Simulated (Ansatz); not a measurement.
This geometry of F3GeH + FH (7 atoms, charge 0, multiplicity 1) is a first-order saddle point.

Level of theory: Ansatz 0.2.0, RKS r2SCAN-D4/def2-SVP.

```xyz
7
Properties=species:S:1:pos:R:3
Ge -0.263 0.000 -0.019
H 0.065 0.001 1.721
F 1.456 -0.001 -0.165
F -0.665 1.459 -0.811
F -0.665 -1.459 -0.813
F -1.909 -0.001 0.971
H -0.905 0.000 1.720
```

Which two structures does it join? (They come from a converged band through this point; their orientation in space is the band's.)

Bonds broken: Ge1–H2, F6–H7. Bonds formed: Ge1–F6, H2–H7. F3GeH + FH becomes F4Ge + H2.

Initial state:

```xyz
7
Properties=species:S:1:pos:R:3
Ge 0.275 0.000 -0.017
H 0.520 0.000 1.477
F 1.794 0.000 -0.831
F -0.520 1.394 -0.622
F -0.520 -1.394 -0.622
F -2.109 0.000 1.159
H -2.327 0.000 2.060
```

Final state:

```xyz
7
Properties=species:S:1:pos:R:3
Ge -0.428 -0.001 -0.640
H 0.006 0.003 2.908
F 0.978 -0.002 0.321
F -0.437 1.390 -1.618
F -0.436 -1.389 -1.623
F -1.818 -0.004 0.343
H -0.752 0.003 2.914
```

How far does it lie above each of them?

139.1 kJ/mol above the first and 155.7 kJ/mol above the second. This is the barrier of this one path; another mechanism may lie lower. The orbitals stay closed-shell, which can raise the energy where a bond breaks towards radicals; this wasn't checked here.

The run took 67 s on 4 threads of AMD EPYC 7B13 (Zen 3), with other jobs on the host, peak memory 0.19 GiB.
